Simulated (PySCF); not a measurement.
Species: CH9GeNSi.
SMILES with atom numbers: `[CH3:1][N:2]([SiH3:3])[GeH3:4]` (hydrogens: H5, H6, H7 on C1; H8, H9, H10 on Si3; H11, H12, H13 on Ge4)

The calculation used PBE0-D3(BJ)/def2-SVP geometry optimisation, gas phase (PySCF).

(1) Give the optimised bond lengths and angles.

## Answers

(1) 
```
               bond  length (bohr)
              C1–N2          2.747
             N2–Si3          3.285
             N2–Ge4          3.484
C1–H5, C1–H6, C1–H7          2.088
             Si3–H8          2.838
    Si3–H9, Si3–H10          2.826
   Ge4–H11, Ge4–H12          2.908
            Ge4–H13          2.922
```

Bonds in one row agree within 0.02 bohr and their mean is given. A selection of angles:
```
      angle  degrees
   N2–C1–H5    113.4
   N2–C1–H6    110.8
   H5–C1–H6    107.2
  C1–N2–Si3    118.4
  C1–N2–Ge4    116.6
 Si3–N2–Ge4    124.0
  N2–Si3–H8    113.7
  N2–Si3–H9    109.5
 N2–Si3–H10    108.2
  H8–Si3–H9    106.7
 H9–Si3–H10    110.4
 N2–Ge4–H11    107.3
 N2–Ge4–H13    111.3
H11–Ge4–H12    111.7
H11–Ge4–H13    108.6
```

N2 (silicon-bound nitrogen) is almost planar (angles 124.0°, 118.4° and 116.6°, sum 358.9°, 0.10 Å off the plane of its three neighbours). Ge4 (germanium bonded to N and 3 H) is tetrahedral (angles from 107.3° to 111.7°). Si3 (SiH3 silicon) is distorted tetrahedral (angles from 106.7° to 113.7°).

Not checked by PBE0-D3(BJ)/def2-SVP frequencies.

Time: 59 s of wall time; peak memory 0.51 GiB. Hardware: one thread, Arm Neoverse V1 (aarch64), no GPU, on a shared host. These figures are those of the optimisation.
